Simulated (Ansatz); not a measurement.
Reaction (ligand exchange at the Si–N bond): `C=N[SiH2]N[SiH3]` + `OC1[SiH2]S1` → `[SiH3]OC1[SiH2]S1` + `C=N[SiH2]N`

Program: Ansatz. Geometries: PBE0-D4/def2-TZVP. ΔE: electronic, gas phase. CBS: MP2 limit from def2 TZ/QZ plus the TZ coupled-cluster correction, frozen cores. Functionals use def2-TZVPP. B3LYP here is the variant with VWN-RPA as its local correlation; programs differ in this. Each species was taken in one conformer, which may not be the lowest.

| level | ΔE (kJ/mol) | difference from CCSD(T)/CBS |
| --- | --- | --- |
| PBE-D4 | -22.3 | 2.8 |
| r2SCAN-D4 | -25.0 | 0.1 |
| PBE0-D4 | -21.9 | 3.2 |
| B3LYP-D4 | -26.8 | -1.7 |
| ωB97X-V | -25.5 | -0.4 |
| ωB97M-V | -25.1 | 0.0 |
| B2PLYP | -26.9 | -1.8 |
| PBE | -22.0 | 3.1 |
| r2SCAN | -24.9 | 0.2 |
| PBE0 | -21.6 | 3.5 |
| B3LYP | -26.3 | -1.2 |
| HF/def2-TZVPP | -26.7 | -1.6 |
| MP2/def2-TZVPP | -26.3 | -1.2 |
| SCS-MP2/def2-TZVPP | -26.7 | -1.6 |
| CCSD/def2-TZVPP | -25.0 | 0.1 |
| CCSD(T)/def2-TZVPP | -24.9 | 0.2 |
| HF/def2-QZVPP | -27.3 | -2.2 |
| MP2/def2-QZVPP | -26.6 | -1.5 |
| SCS-MP2/def2-QZVPP | -26.9 | -1.8 |
| HF/CBS(def2) | -27.3 | -2.2 |
| MP2/CBS(def2) | -26.5 | -1.4 |
| CCSD/CBS(def2) | -25.2 | -0.1 |
| CCSD(T)/CBS | -25.1 | 0 |

Largest T1 diagnostic among the species: 0.014.
